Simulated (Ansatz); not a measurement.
`FC[SiH2]S` + H₂ → `[SiH3]S` + `CF` at 700 K and 1 bar (hydrogenolysis of the Si–C bond).

Calculated with Ansatz (gas phase, PBE0-D4/def2-TZVP geometries, no zero-point term in ΔE). CBS: MP2 limit from def2 TZ/QZ plus the TZ coupled-cluster correction, frozen cores. This one scheme is used for every species. Each species was taken in one conformer, which may not be the lowest.

```json
{"species": "`FC[SiH2]S`", "CCSD(T)/CBS energy (Eh)": "-827.71878", "H − E (kJ/mol)": "217.5", "S (J/(mol·K))": "436.3"}
{"species": "H₂", "CCSD(T)/CBS energy (Eh)": "-1.17544", "H − E (kJ/mol)": "46.8", "S (J/(mol·K))": "155.3"}
{"species": "`[SiH3]S`", "CCSD(T)/CBS energy (Eh)": "-689.27336", "H − E (kJ/mol)": "135.5", "S (J/(mol·K))": "340.5"}
{"species": "`CF`", "CCSD(T)/CBS energy (Eh)": "-139.63461", "H − E (kJ/mol)": "133.6", "S (J/(mol·K))": "263.9"}
```

H − E and S are ideal-gas, rigid-rotor, harmonic terms from PBE0-D4/def2-TZVP, for one conformer and one mirror image of each species. For small species the MP2-based limit differs from directly extrapolated CCSD(T) by up to some mEh (0.8 for H₂); such offsets cancel only in part. 1 Eh = 2625.50 kJ/mol, R = 8.31446 J/(mol·K).

Problem. By hand: ΔE, ΔH, ΔS and ΔG.

Solution. ΔE = (-689.27336) + (-139.63461) − (-827.71878) − (-1.17544) = -0.01375 Eh = -36.1 kJ/mol. Δ(H − E) = 135.5 + 133.6 − 217.5 − 46.8 = 4.8, so ΔH = -31.3 kJ/mol. ΔS = 340.5 + 263.9 − 436.3 − 155.3 = 12.8 J/(mol·K). ΔG = -31.3 − 700 × (12.8)/1000 = -40.3 kJ/mol.

Problem. By hand: the equilibrium constant, and the temperature at which ΔG would vanish if ΔH and ΔS stayed fixed.

Solution. log₁₀ K = −ΔG/(RT ln 10) = 3.0. ΔH and −TΔS have one sign here, so there is no such temperature.

The number of gas molecules stays the same, so ΔS is small and ΔH decides. A doubt of 5 kJ/mol in ΔE shifts log₁₀ K by 0.4 here. Other conformers and mirror images would add mixing entropy, several J/(mol·K) or more a flexible species. These are equilibria of isolated gas molecules and say nothing of rates. Largest T1 diagnostic: 0.011 (customary marks: 0.02 for closed shells, 0.045 for open ones).

ΔS is within the doubt of such terms, so its sign, and with it that verdict, could turn.
